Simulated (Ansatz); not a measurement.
Task: Name a neutral molecule of C, In, N and H with size of the dipole moment (PBE/def2-TZVPP) between 0.60 and 0.90 D and HOMO–LUMO gap (ωB97M-V/def2-TZVPP) between 9.65 and 9.95 eV (Ansatz, PBE0-D4/def2-TZVP geometry).

Result: `C[CH2][InH][NH2]` (0.72 D, 9.71 eV); `C[CH](C)[In]([NH2])[NH2]` (0.68 D, 9.86 eV). Other molecules can fit too; these were computed, each in one conformer that needn't be the lowest.
